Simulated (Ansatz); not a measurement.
## Reading a saddle point

A first-order saddle point of SiH5BrO2, singlet, PBE0-D4/def2-TZVP, with one imaginary mode of 106i cm⁻¹:

Si1  (-0.510, -0.269, 0.234)
Br2  (0.502, -2.442, -0.356)
H3  (-1.742, -0.729, -0.449)
H4  (-0.298, -0.528, 1.668)
O5  (-0.790, 1.393, 0.200)
H6  (1.826, -0.467, -0.432)
O7  (1.169, 0.252, -0.473)
H8  (-1.633, 1.655, -0.169)
H9  (1.474, 1.135, -0.223)
(Å)

Computed with Ansatz 0.2.0 (basis: def2-TZVPP and def2-QZVPP); correlated methods freeze the cores. Filled d shells of the heavier atoms are correlated. The def2 sets are not built for correlating such inner shells, so the correlated values are less sure here. Extrapolation: Hartree–Fock as exp(−7.88 √X), correlation as X^−2.97.

Question: Which contacts change along the imaginary mode, and what lies on either side? (A judgement: the text doesn't fix the answer.)

Answer: By the calculation: The step is SiH₃BrO ([OH][SiH2][Br]) + H₂O → SiH₄O₂ ([OH][SiH2][OH]) + HBr, with the molecules in contact on both sides. Shortening one way: Si1–O7, Br2–H6; lengthening the same way: Si1–Br2, H6–O7.
```
   pair  one side (Å)  saddle (Å)  other side (Å)
 Si1–O7          3.87        1.89            1.66
 Br2–H6          5.61        2.38            1.45
Si1–Br2          2.21        2.47            3.85
  H6–O7          0.96        0.97            1.89
```

Question: Which side is lower, and how far does the saddle lie above each? (Judge from chemistry; the value comes from the calculation.)

Answer: The calculation gives: The side with Si1–O7, Br2–H6 short is lower by 2.40 kcal/mol; the saddle lies 19.13 kcal/mol above it and 16.73 kcal/mol above the other (CCSD(T) at an estimated basis limit (MP2 extrapolated from triple and quadruple zeta, plus CCSD(T) − MP2 in triple zeta); electronic energies).

T1 diagnostic: at most 0.010.

The step is the kind of ligand exchange by which a precursor binds to a hydroxyl group, or is hydrolysed, in atomic layer deposition of oxides.

Labels in which every atom is bracketed show which atoms are joined, not bond orders.

For scale, one of the runs: CCSD(T)/def2-TZVPP, 222 basis functions, launched by `ansatz run in.yaml --threads 4 --pin off --events-out ev --progress --plain --max-ram 9574MiB`. The run took 2.2 min on 4 CPU threads of an Arm Neoverse V2 (shared host), with 3.6 GiB of host memory at its peak.
